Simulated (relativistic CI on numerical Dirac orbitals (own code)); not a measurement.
Ir7+: 4f photoemission

Computed with this model: Dirac-Coulomb-Breit CI, orbitals from a KLI potential per configuration, model QED, valence Slater integrals scaled by 0.8, multiplet model of photoemission in the sudden approximation; configurations [Xe] 4f14 5d2 → [Xe] 4f13 5d2; 300 K; Lorentzian 0.25 eV and Gaussian 0.5 eV FWHM. Energies are those of the free ion, without screening or charge transfer. The energies are binding energies and can lie tens of eV above those of solids. S is read from ⟨S²⟩ = S(S + 1).

Field parameters in Wybourne normalisation: D4h B²₀ = −7Ds, B⁴₀ = 21(Dq − Dt), B⁴₄ = 21√(5/14) Dq; Td as Oh with Dq negative (B⁴₀ = 21Dq, B⁴₄ = √(5/14) B⁴₀). The field is a parameter set, without covalency.

Computed curve for Td, 10Dq = -15000 cm⁻¹, scaled to 100 at the maximum (points under 2 are left out and the grid is thinned):

Energy (eV), Intensity and a bar:
```
    173.3        2.1 
    173.4        2.4 
    173.6        3.4 
    173.7        4.2 #
    173.8        5.5 #
    174.0       10.5 ###
    174.1       15.8 ####
    174.2       24.1 #######
    174.4       51.4 ###############
    174.5       68.4 ####################
    174.6       84.2 #########################
    174.8      100.0 ##############################
    174.9       96.3 #############################
    175.0       85.5 ##########################
    175.2       53.8 ################
    175.3       39.4 ###########
    175.4       28.2 ########
    175.5       20.2 ######
    175.7       11.0 ###
    175.8        8.4 ##
    175.9        6.6 #
    176.1        4.5 #
    176.2        4.0 #
    176.3        3.8 #
    176.5        4.1 #
    176.6        4.7 #
    176.7        5.5 #
    176.9        8.8 ##
    177.0       11.6 ###
    177.1       15.4 ####
    177.3       27.6 ########
    177.4       35.9 ##########
    177.5       44.6 #############
    177.7       58.0 #################
    177.8       59.8 ##################
    177.9       57.5 #################
    178.1       44.1 #############
    178.2       35.8 ##########
    178.3       28.1 ########
    178.5       17.2 #####
    178.6       13.8 ####
    178.7       11.2 ###
    178.9        8.2 ##
    179.0        7.7 ##
    179.1        7.8 ##
    179.2        8.3 ##
    179.4       10.0 ##
    179.5       10.4 ###
    179.6       10.3 ###
    179.8        8.3 ##
    179.9        7.0 ##
    180.0        5.8 #
    180.2        4.1 #
    180.3        3.7 #
    180.4        3.5 
    180.6        3.2 
    180.7        3.1 
    180.8        2.9 
    181.0        2.3 
    181.1        2.1
```

The ground state has S = 0.97, and the centroid lies at 176.32 eV.
